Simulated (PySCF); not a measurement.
Run record: geometry optimisation, `OCC1=CC=CC2=CC=CC=C21` (1-naphthalenemethanol).

Computed with PBE0-D3(BJ)/def2-SVP geometry optimisation, gas phase (PySCF 2.14.0). Start geometry: GFN2-xTB. A driver script takes a list of jobs; this job's settings line and coordinates (Å) are shown.

Input:
```
{"job": {"xc": "PBE0", "basis": "def2-SVP", "d3": "d3bj", "grid": 2, "kind": "geom"}, "charge": 0, "multiplicity": 1}
O      2.577741    -1.522948    -0.796671
C      2.383538    -0.776804     0.388246
C      1.241301     0.207258     0.308070
C      1.484387     1.546470     0.476885
C      0.448794     2.490097     0.419818
C     -0.834557     2.085983     0.189605
C     -1.132410     0.720009     0.003107
C     -2.452547     0.283015    -0.233254
C     -2.729941    -1.041977    -0.416306
C     -1.694725    -1.987571    -0.378340
C     -0.404580    -1.598212    -0.148218
C     -0.084070    -0.238418     0.054812
H      2.682966    -0.909567    -1.532052
H      3.306442    -0.238524     0.649739
H      2.191028    -1.517979     1.170440
H      2.492689     1.888720     0.665187
H      0.679066     3.536066     0.559615
H     -1.639826     2.805481     0.144334
H     -3.241684     1.021286    -0.264516
H     -3.744338    -1.369155    -0.592025
H     -1.924836    -3.031725    -0.532368
H      0.385152    -2.332121    -0.136957
```

Output:
```
step   0  E = -499.50021909  max force = 0.012170
step   1  E = -499.50219840  max force = 0.003169
step   2  E = -499.50219787  max force = 0.001310
step   3  E = -499.50223156  max force = 0.000298
step   4  E = -499.50223404  max force = 0.000358
optimisation converged
```

Energies in Eh; «max force» is the largest Cartesian gradient component in Eh/bohr.

How much energy does the optimisation release, in eV?

E(step 0) − E(last step) = 0.002015 Eh, which is 0.055 eV.

Give the first gradient maximum in eV/Å.

With 1 Eh/bohr = 51.422 eV/Å, 0.626 eV/Å.

Summary of the converged run: final energy -499.50223 Eh after 4 steps; dipole 1.36 D.

Where do the atoms end?

0.048 Å rms from the input after alignment:
```
atom  x, y, z in Å
O1     2.6100   -1.7371   -1.0247
C2     2.4457   -0.9263    0.1117
C3     1.3095    0.0587    0.0112
C4     1.5542    1.4049    0.1875
C5     0.5147    2.3602    0.1330
C6    -0.7766    1.9570   -0.1001
C7    -1.0815    0.5843   -0.2926
C8    -2.4112    0.1486   -0.5260
C9    -2.6960   -1.1842   -0.7059
C10   -1.6563   -2.1394   -0.6669
C11   -0.3546   -1.7505   -0.4467
C12   -0.0283   -0.3826   -0.2452
H13    2.5926   -1.1643   -1.7992
H14    3.3726   -0.3708    0.3535
H15    2.2664   -1.6188    0.9514
H16    2.5780    1.7382    0.3809
H17    0.7452    3.4181    0.2785
H18   -1.5894    2.6868   -0.1411
H19   -3.2085    0.8959   -0.5588
H20   -3.7246   -1.5070   -0.8836
H21   -1.8871   -3.1964   -0.8199
H22    0.4487   -2.4877   -0.4590
```

Hardware: one thread of an Intel Xeon at 2.70 GHz, on a shared host. Cost: 5.0 min wall, 1.2 GiB resident at most.
Labels such as C1 count atoms from 1, the log's own numbers from 0.
